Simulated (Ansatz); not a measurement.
CH6NOSi can be A, `CO[SiH]N`•, or B, `CO[SiH2][NH]`•.

Program: Ansatz. Geometries: PBE0-D4/def2-TZVP. ΔE: electronic, gas phase. CBS: MP2 limit from def2 TZ/QZ plus the TZ coupled-cluster correction, frozen cores. Functionals use def2-TZVPP. B3LYP here is the variant with VWN-RPA as its local correlation; programs differ in this. No spin–orbit coupling; open shells (•) take unrestricted orbitals. Each species was taken in one conformer, which may not be the lowest.

Q: Which isomer does CCSD(T)/CBS put lower? Give the gap. (Best estimate.)

A: Ansatz gave: A, by 83.6 kJ/mol.

Q: Give E(B) − E(A) in kJ/mol with B3LYP, CCSD(T)/def2-TZVPP, PBE-D4, B3LYP-D4, PBE0-D4, HF/def2-TZVPP, ωB97M-V. (An estimate is asked.)

A: Computed: B3LYP 78.5, CCSD(T)/def2-TZVPP 78.1, PBE-D4 94.7, B3LYP-D4 79.4, PBE0-D4 88.3, HF/def2-TZVPP 35.7, ωB97M-V 76.4. None reverses the order clearly.

Q: Does the order hold for the free energy at 298.15 K (harmonic terms from PBE0-D4)? (Estimate.)

A: Computed: Yes: G(B) − G(A) = +74.3 kJ/mol, for one conformer each.

Largest T1 diagnostic: 0.014.

From r2SCAN to r2SCAN0 (25 % exact exchange), in def2-TZVPP and without D4, E(B) − E(A) moves by −3.3 kJ/mol. Leaving LDA and LC-ωPBE aside and taking each functional with its dispersion term where it has one, the values, not all of them listed here, spread over 28.0 kJ/mol, from BHLYP-D4 to PBE-D4. LDA lies +23.5 kJ/mol from PBE without D4.
